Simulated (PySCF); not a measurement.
SMILES C[Si](C)(C)C[SiH2]N (C4H15NSi2), singlet (GFN2-xTB optimised geometry):

```
22

C      1.603    -0.676     0.000
Si    -0.307    -0.676     0.000
C     -0.917     1.132     0.000
C     -0.908    -1.539     1.595
C     -1.005    -1.594    -1.521
Si    -0.320    -1.111    -3.223
N      1.209    -1.893    -3.366
H      2.001    -1.684    -0.068
H      1.996    -0.234     0.911
H      1.996    -0.103    -0.835
H     -2.001     1.181     0.045
H     -0.529     1.684     0.851
H     -0.604     1.652    -0.900
H     -0.538    -2.558     1.657
H     -0.570    -1.014     2.483
H     -1.992    -1.583     1.635
H     -2.084    -1.443    -1.540
H     -0.857    -2.665    -1.389
H     -1.122    -1.663    -4.321
H     -0.294     0.358    -3.355
H      1.730    -1.780    -4.220
H      1.836    -1.868    -2.579
```

Level of theory: PBE0/def2-SVP (PySCF).

Task: What are the frontier orbital energies and the dipole moment?

Result: HOMO-2 -8.27 eV, HOMO-1 -7.99 eV, HOMO -7.00 eV, LUMO 1.23 eV, LUMO+1 1.49 eV; dipole moment 1.03 D.

Meta-Löwdin charges at PBE0/def2-SVP: C1 -0.56, Si2 0.88, C3 -0.56, C4 -0.55, C5 -0.67, Si6 0.74, N7 -0.69, H8 0.11, H9 0.12, H10 0.11, H11 0.11, H12 0.11, H13 0.11, H14 0.11, H15 0.11, H16 0.11, H17 0.12, H18 0.12, H19 -0.12, H20 -0.15, H21 0.21, H22 0.21.
